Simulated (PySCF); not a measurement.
In(F) cation (FIn), SMILES [F][In] (connectivity only; charge and spin as stated), charge +1, multiplicity 2.

The structure is a stationary point at PBE0-D3(BJ)/def2-TZVP. The multiplicity is an assumed one; other spin states were not compared. The def2 effective core potentials stand for the cores of In; spin–orbit coupling is left out.

Level of theory: PySCF with M06-2X/def2-TZVPD.

Gas-phase values at a fixed geometry.

| Quantity | Result |
|---|---|
| total energy | -289.61921 hartree |
| point group | C∞v |
| α spin, highest occupied and lowest empty level | -16.74 and -7.32 eV |
| β spin, highest occupied and lowest empty level | -19.21 and -12.08 eV |
| dipole moment about the centre of nuclear charge | 0.832 e·Å |
| mean static polarisability | 26.4 bohr³ (3.91 Å³) |
| polarisability, principal values | 22.9, 22.9, 33.4 bohr³ |
| ⟨S²⟩ | 0.758 (pure state 0.75) |
